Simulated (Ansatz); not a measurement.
Process, species as SMILES: Nc1[c-]csc1 -> Nc1c[c-]sc1
Each molecule is optimised on its own at B3LYP-D3(BJ)/def2-TZVP (Ansatz, an electronic-structure program), one conformer each, not searched for the lowest. Unstable Hartree-Fock reference: Nc1[c-]csc1.

Wanted: isomerisation energy (electronic energy difference), in kcal/mol. Valence correlation only, unless marked. No spin-orbit coupling. Non-relativistic. Anions need diffuse functions: aug- sets have them; def2-D sets add few; the other sets have none. CBS(X,Y): correlation extrapolated as X^-3; Hartree-Fock from the larger set.

```
level                                                program  isomerisation energy (kcal/mol)
--------------------------------------------  --------------  -------------------------------
BLYP-D4/def2-TZVPD                            Ansatz + dftd4                             -2.3
revPBE-D3(BJ)/def2-TZVPD                      Ansatz + dftd3                              ___
PBE0/def2-SVP                                         Ansatz                             -5.4
HSE06-D4/def2-TZVPD                           Ansatz + dftd4                             -4.1
CCSD(T)/CBS(aug-cc-pV(T+d)Z,aug-cc-pV(Q+d)Z)          Ansatz                              ___
```

Complete the blanks.


- revPBE-D3(BJ)/def2-TZVPD, isomerisation energy (kcal/mol): -2.7
- CCSD(T)/CBS(aug-cc-pV(T+d)Z,aug-cc-pV(Q+d)Z), isomerisation energy (kcal/mol): -4.3
